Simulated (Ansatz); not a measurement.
Basis-set extrapolation for CH7AlSi2, SMILES `C[SiH]1[AlH][SiH2]1` (PBE0-D4/def2-TZVP geometry, frozen core, Ansatz). Multiplicity 1, RHF reference.

|  | def2-TZVPP | def2-QZVPP |
| --- | --- | --- |
| HF | -861.709515 | -861.735214 |
| MP2 correlation | -0.500301 | -0.534814 |
| CCSD(T) correlation | -0.585506 | not run |

Energies in hartree. Use E(X) = E(∞) + A·exp(−7.88·√X) for Hartree–Fock and E(X) = E(∞) + B·X^(−2.97) for correlation, with X = 3 and 4, and add CCSD(T) minus MP2 of the smaller set to the MP2 limit.

**Question.** What is the CCSD(T) energy at the basis-set limit?

**Answer.** HF limit: -861.735214 + (-0.025699) × 0.13774 = -861.73875. MP2 limit: -0.534814 + (-0.034513) × 0.74074 = -0.56038. Higher-order term: -0.585506 − (-0.500301) = -0.08520. Total: -862.38433 hartree, 234.5 kJ/mol below CCSD(T)/def2-TZVPP.
